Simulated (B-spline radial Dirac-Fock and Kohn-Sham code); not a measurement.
## Si 3p3/2: cross section and angular parameters

System: atomic silicon in the configuration [Ne] 3s2 3p2; threshold 6.07 eV (orbital energy of the model). Calculated with a B-spline atomic structure program, using Dirac-Hartree-Slater photoionisation with a Latter tail; cross sections with all multipoles, angular parameters from the dipole term and its interference with E2.

For linearly polarised light dσ/dΩ = σ/(4π) [1 + β P₂(cos θ) + (δ + γ cos²θ) sin θ cos φ], with θ from the polarisation vector and φ the angle between the beam and the projection of the electron momentum on the plane normal to the polarisation.

```csv
hν (eV),σ (kb),β,γ,δ
60,179,1.273,-0.023,0.000
92.5,106,1.517,-0.003,0.004
149,45.9,1.601,0.042,0.007
150,?,?,?,?
154,43.1,1.602,0.046,0.007
196,26.4,1.602,0.079,0.008
221,20.5,1.594,0.098,0.009
329,8.26,1.538,0.175,0.012
330,8.20,1.537,0.175,0.012
368,6.29,1.514,0.199,0.014
530,2.45,1.416,0.290,0.020
623,1.57,1.362,0.333,0.023
693,1.17,1.324,0.362,0.026
928,0.498,1.208,0.442,0.036
1060,0.334,1.151,0.478,0.042
1090,0.306,1.138,0.486,0.044
1260,0.196,1.073,0.524,0.051
1486.9,0.117,0.997,0.568,0.062
2760,0.0151,0.711,0.719,0.115
2984.4,0.0116,0.676,0.736,0.124
3310,0.00808,0.631,0.759,0.136
3430,0.00713,0.616,0.767,0.141
3920,0.00446,0.561,0.797,0.158
4000,0.00415,0.553,0.801,0.161
5414.7,0.00140,0.439,0.867,0.207
5680,0.00117,0.422,0.877,0.215
6290,0.000806,0.388,0.900,0.233
9251.7,0.000190,0.273,0.995,0.308
12000,7.04e-05,0.202,1.065,0.368
13500,4.46e-05,0.171,1.096,0.397
```

Q: Give the values at 150 eV.

A: σ = 45.3 kb, β = 1.601, γ = 0.043, δ = 0.007.
